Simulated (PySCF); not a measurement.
# Orbital picture of SiPb

B97-3 at R = 2.593 Å; PySCF, scalar-relativistic core potentials, basis sets Si def2-SVPD, Pb def2-SVPD with ECP60. State: ³Σ⁻ (triplet), unpaired electrons π ↑↑. Only the outer orbitals are listed, counted within each symmetry, core potentials removing the inner ones.

```json
{"spin": "α", "orbital": "7σ", "occ.": "1", "ε (eV)": "-14.75", "on Si (%)": "36", "main shells (%)": "63 Pb s, 30 Si s"}
{"spin": "α", "orbital": "8σ", "occ.": "1", "ε (eV)": "-11.11", "on Si (%)": "65", "main shells (%)": "64 Si s, 29 Pb s"}
{"spin": "α", "orbital": "4π", "occ.": "1", "ε (eV)": "-5.64", "on Si (%)": "56", "main shells (%)": "54 Si p, 42 Pb p"}
{"spin": "α", "orbital": "4π", "occ.": "1", "ε (eV)": "-5.64", "on Si (%)": "56", "main shells (%)": "54 Si p, 42 Pb p"}
{"spin": "α", "orbital": "9σ", "occ.": "1", "ε (eV)": "-5.52", "on Si (%)": "55", "main shells (%)": "48 Si p, 42 Pb p"}
{"spin": "α", "orbital": "5π", "occ.": "0", "ε (eV)": "-2.05", "on Si (%)": "43", "main shells (%)": "52 Pb p, 41 Si p"}
{"spin": "α", "orbital": "5π", "occ.": "0", "ε (eV)": "-2.05", "on Si (%)": "43", "main shells (%)": "52 Pb p, 41 Si p"}
{"spin": "α", "orbital": "10σ", "occ.": "0", "ε (eV)": "0.28", "on Si (%)": "19", "main shells (%)": "71 Pb s, 13 Si p"}
{"spin": "β", "orbital": "7σ", "occ.": "1", "ε (eV)": "-13.82", "on Si (%)": "25", "main shells (%)": "73 Pb s, 21 Si s"}
{"spin": "β", "orbital": "8σ", "occ.": "1", "ε (eV)": "-10.24", "on Si (%)": "70", "main shells (%)": "68 Si s, 21 Pb s, 8 Pb p"}
{"spin": "β", "orbital": "9σ", "occ.": "1", "ε (eV)": "-5.19", "on Si (%)": "53", "main shells (%)": "46 Si p, 44 Pb p"}
{"spin": "β", "orbital": "4π", "occ.": "0", "ε (eV)": "-3.50", "on Si (%)": "33", "main shells (%)": "64 Pb p, 32 Si p"}
{"spin": "β", "orbital": "4π", "occ.": "0", "ε (eV)": "-3.50", "on Si (%)": "33", "main shells (%)": "64 Pb p, 32 Si p"}
{"spin": "β", "orbital": "5π", "occ.": "0", "ε (eV)": "-1.28", "on Si (%)": "55", "main shells (%)": "52 Si p, 34 Pb p, 11 Pb d"}
```

Question: Which are the highest filled and the lowest empty level, where do they sit, and how wide is the gap?

Answer: Highest filled β 9σ at -5.19 eV (in %: 46 Si p, 44 Pb p); lowest empty β 4π at -3.50 eV (in %: 64 Pb p, 32 Si p); the gap at B97-3 is 1.69 eV.

```json
{
 "bond order (Mayer)": "1.97",
 "⟨S²⟩": "2.003",
 "charge on Si (Mulliken, basis-dependent)": "-0.16",
 "charge on Si (Löwdin, basis-dependent)": "-0.10",
 "dipole moment (positive dipole means Si(−)Pb(+))": "1.72 D"
}
```

These are scalar-relativistic numbers at best; spin–orbit coupling would shift them, the dissociation energy most. The state was picked by a PBE0 search and need not be the measured ground state.
